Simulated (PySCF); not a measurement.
C₆ coefficients of unlike pairs at PBE0

Calculated with PySCF 2.14 from the dipole response of each species, C₆(A,B) = (3/π) ∫ α_A(iu) α_B(iu) du, in atomic units, from isotropic polarisabilities. For ions this is the dispersion term alone; charge-induced terms of lower order in 1/R come first.

| species | configuration | basis | relativity | α (bohr³) | C₆ (like pair) |
| --- | --- | --- | --- | --- | --- |
| Mo³⁺ | [Kr] 4d3 (4F) | x2c-TZVPPall with one added diffuse shell each of s, p, d, f type (9s7p7d3f1g) | spin-free X2C | 5.606 | 24.99 |
| Ti⁺ | [Ar] 3d2 4s1 (4F) | aug-cc-pwCVTZ-DK (10s9p7d4f3g) | spin-free X2C | 49.82 | 319.0 |
| Zr⁺ | [Kr] 4d2 5s1 (4F) | def2-QZVPPD with the def2 core potential (28 electrons) (7s5p4d3f2g) | core potential | 59.42 | 508.4 |

Problem. Estimate C₆ for Ti⁺ with Mo³⁺.

Solution. The integral gives 67.83. The combination rule 2 C_A C_B / (C_A α_B/α_A + C_B α_A/α_B) gives 61.81 and the geometric mean 89.29.

No spin-orbit coupling is included.

The other pairs:

```json
{"pair": "Zr⁺, Ti⁺", "C₆": "401.8"}
{"pair": "Zr⁺, Mo³⁺", "C₆": "89.53"}
```
